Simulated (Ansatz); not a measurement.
Consider the ligand exchange at the Si–N bond: `OC(O)(F)N[SiH3]` + `CSS` → `CSS[SiH3]` + `NC(O)(O)F`.

Gas-phase electronic energies from Ansatz, PBE0-D4/def2-TZVP geometries. CCSD(T)/CBS is the MP2 limit (def2-TZVPP, def2-QZVPP) plus CCSD(T) − MP2 in def2-TZVPP, frozen cores. Functionals use def2-TZVPP. B3LYP here is the variant with VWN-RPA as its local correlation; programs differ in this. Each species was taken in one conformer, which may not be the lowest.

`OC(O)(F)N[SiH3]`:

Z-matrix (Å, degrees):
```
C
O 1 1.377
F 1 1.379 2 108.2
O 1 1.381 2 113.5 3 -113.3
N 1 1.402 2 106.7 3 121.1
H 2 0.963 1 107.7 3 49.7
H 4 0.963 1 106.5 2 -68.9
Si 5 1.741 1 123.3 2 -28.2
H 5 1.007 1 112.2 2 177.5
H 8 1.482 5 111.3 1 74.1
H 8 1.486 5 104.0 1 -168.1
H 8 1.485 5 113.2 1 -49.3
```

`CSS`:

Cartesian coordinates in Å:
```
C -0.804 -0.034 0.542
S 0.286 1.159 -0.257
S 1.300 0.021 -1.607
H -0.233 -0.761 1.119
H -1.429 -0.539 -0.193
H -1.438 0.545 1.219
H 2.318 -0.391 -0.823
```

`CSS[SiH3]`:

```xyz
10

C    -1.570   -1.022    0.452
S     0.113   -1.174    1.073
S     0.655    0.797    1.326
Si    1.490    1.056   -0.627
H    -2.206   -0.521    1.180
H    -1.926   -2.044    0.301
H    -1.589   -0.491   -0.500
H     0.464    0.759   -1.659
H     2.657    0.161   -0.814
H     1.912    2.478   -0.732
```

`NC(O)(O)F`:

Cartesian coordinates in Å:
```
N -0.914 0.206 0.760
C 0.249 0.036 -0.030
O 0.188 0.701 -1.225
O 0.504 -1.289 -0.284
F 1.296 0.556 0.710
H -1.731 -0.044 0.217
H -0.996 1.170 1.056
H 0.936 0.417 -1.762
H 0.467 -1.752 0.560
```

```tsv
level	ΔE (kJ/mol)
PBE0-D4	-23.8
B3LYP-D4	-16.0
B2PLYP	-14.7
PBE	-25.0
MP2/def2-QZVPP	-18.4
SCS-MP2/def2-QZVPP	-14.5
MP2/CBS(def2)	-19.9
CCSD/CBS(def2)	-15.0
```

What does CCSD(T)/CBS give? (An estimate is asked.)

Ansatz gave: -17.6 kJ/mol. The listed levels differ from it by -6.2, 1.6, 2.9, -7.4, -0.8, 3.1, -2.3, 2.6 kJ/mol.

Largest T1 diagnostic among the species: 0.012.

In def2-TZVPP, CCSD(T) changes the Hartree–Fock value by −7.9 kJ/mol (the triples alone add −2.6 kJ/mol) and MP2 by −10.3 kJ/mol.
